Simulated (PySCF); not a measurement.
This PySCF input asks for the NMR shieldings of SMILES [H]/N=C1\CCC[C@@H]1[SiH2]F, C5H10FNSi; the geometry comes from GFN2-xTB.

```python
import basis_set_exchange as bse
import numpy as np
from pyscf import gto, dft
from pyscf.prop import nmr

atoms = """
N    -1.202094    2.044915    0.063388
C    -0.835567    0.850898   -0.090471
C    -1.607672   -0.421483    0.175758
C    -0.558772   -1.529579    0.113622
C     0.467605   -0.997502   -0.885661
C     0.532108    0.503316   -0.580565
Si    1.810411    0.969247    0.759693
F     3.215017    0.346503    0.259455
H    -2.149608    2.164522    0.415358
H    -2.348969   -0.544094   -0.619505
H    -2.142245   -0.380515    1.125995
H    -0.092570   -1.655655    1.092487
H    -0.977301   -2.488211   -0.191883
H     0.105706   -1.153971   -1.905053
H     1.434156   -1.491121   -0.791173
H     0.763145    1.090040   -1.472482
H     2.014355    2.401090    0.850810
H     1.563535    0.297916    2.028581
"""
names = dict.fromkeys(["N", "C", "Si", "F", "H"], "pcSseg-1")
basis = {el: gto.basis.parse(bse.get_basis(n, elements=[el], fmt="nwchem")) for el, n in names.items()}
mol = gto.M(atom=atoms, basis=basis, charge=0, verbose=0)
mf = dft.RKS(mol, xc="PBE0")
mf.grids.level = 2
mf.grids.alignment = dft.numint.BLKSIZE   # the property module wants whole blocks of grid points
mf.conv_tol = 1e-9
mf.kernel()

calc = nmr.RKS(mf)   # GIAO
C = mf.mo_coeff
Co = C[:, mf.mo_occ > 0]
resp = mf.gen_response(singlet=True, hermi=2)
def vind(x):   # induced exchange potential for any number of trial vectors
    d = np.einsum("pi,xij,qj->xpq", C, 2 * x.reshape(-1, C.shape[1], Co.shape[1]), Co, optimize=True)
    return np.einsum("xpq,pi,qj->xij", resp(d - d.transpose(0, 2, 1)), C, Co, optimize=True).ravel()
mo1, _ = nmr.rhf.solve_mo1(calc, with_cphf=vind)
sigma = calc.kernel(mo1)
for i, s in enumerate(sigma):   # ppm
    print("%2d %-2s %9.2f" % (i, mol.atom_pure_symbol(i), np.trace(s) / 3))
```

Problem. What are the results?

Solution. 
```
 0 N     -64.95
 1 C      -3.95
 2 C     146.97
 3 C     159.69
 4 C     157.95
 5 C     146.04
 6 Si    352.63
 7 F     393.13
 8 H      21.64
 9 H      29.47
10 H      29.62
11 H      29.83
12 H      29.82
13 H      29.54
14 H      29.39
15 H      28.89
16 H      26.67
17 H      26.80
```

These numbers come from an equivalent density-fitted implementation of the same equations, which agrees with the script to about 0.01 ppm for H and up to a few tenths of a ppm for heavy atoms, so last digits may differ.

Problem. Turn these shieldings into chemical shifts. Chemical shifts δ = σref − σ; 15N (σref 267.73) vs NH3; 13C (σref 186.93), 29Si (σref 349.16), 1H (σref 31.72) against TMS; 19F (σref 170.95) vs CFCl3, all at this level.

Solution. Averaging equivalent atoms: N 0: 332.7; C 1: 190.9; C 5: 40.9; C 2: 40.0; C 4: 29.0; C 3: 27.2; Si 6: -3.5; F 7: -222.2; H 8: 10.07; H 16: 5.05; H 17: 4.92; H 15: 2.83; H 14: 2.32; H 9: 2.25; H 13: 2.17; H 10: 2.09; H 12: 1.89; H 11: 1.88 ppm. Unscaled 19F shifts against computed CFCl3 carry errors that often reach 10 to 50 ppm. Experimental scales use liquid or dissolved standards, which lie at an offset from isolated NH3 (liquid NH3: subtract about 20 ppm). Unscaled 15N shifts of sp2 nitrogen come out 20 to 40 ppm too high even then.

Size and cost of the density-fitted run: 193 basis functions, 77 s wall time on 1 thread of an Arm Neoverse N1, shared host; peak memory 0.86 GiB.
